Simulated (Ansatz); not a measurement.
Molecule: C$_{7}$H$_{13}$, charge 0, multiplicity 2. It need not be the lowest isomer of its formula. SMILES: C=CCCC[CH]C
Structure (B3LYP-D3(BJ)/def2-TZVP (Ansatz, a first-principles code) minimum search):
```
C
H 1 1.0932
H 1 1.0940 2 106.50
C 1 1.5330 2 109.37 3 118.22
H 4 1.0937 1 109.67 2 62.36
H 4 1.0966 5 106.72 1 -117.31
C 4 1.4963 5 109.73 6 -118.41
C 7 1.3269 4 125.29 5 -4.83
H 8 1.0825 7 121.76 4 -179.20
H 8 1.0845 9 116.82 7 179.83
H 7 1.0878 8 118.93 9 -0.36
C 1 1.5435 2 109.47 3 -118.04
H 12 1.0942 1 108.39 2 -64.38
H 12 1.0976 13 106.73 1 115.96
C 12 1.4873 13 110.21 14 119.12
H 15 1.0837 12 118.62 13 31.43
C 15 1.4860 16 118.58 12 -166.42
H 17 1.0916 15 111.93 16 -32.13
H 17 1.0948 18 108.24 15 123.09
H 17 1.1014 18 106.54 19 113.87
```
Charge 0, spin multiplicity 2.

Wanted: atomisation energy (electronic, to ground-state atoms), in kcal/mol. Correlated levels leave the core frozen unless marked. Open shells are spin-unrestricted. No spin-orbit coupling. No relativistic terms. The coupled-cluster limit lacks core correlation, which all-electron functionals hold. Basis-set limits of correlation are two-point, X^-3; Hartree-Fock from the larger set. The bracket is a focal-point correction in the basis named.

| level | program | atomisation energy (kcal/mol) |
|---|---|---|
| SVWN5/def2-TZVPD | Ansatz | ? |
| BHLYP/def2-TZVPD | Ansatz | ? |
| CAM-B3LYP-D3(BJ)/def2-TZVPD | Ansatz + dftd3 | 1940.8 |
| SCS-MP2/6-31G* | Ansatz | 1776.4 |
| CCSD/cc-pVDZ | Ansatz | 1785.7 |
| RI-MP2/CBS(cc-pVTZ,cc-pVQZ)+[CCSD(T)-MP2]/cc-pVTZ | Ansatz | ? |

Question: What belongs in the gaps?

Answer: 
- SVWN5/def2-TZVPD, atomisation energy (kcal/mol): 2191.4
- BHLYP/def2-TZVPD, atomisation energy (kcal/mol): 1881.7
- RI-MP2/CBS(cc-pVTZ,cc-pVQZ)+[CCSD(T)-MP2]/cc-pVTZ, atomisation energy (kcal/mol): 1930.0
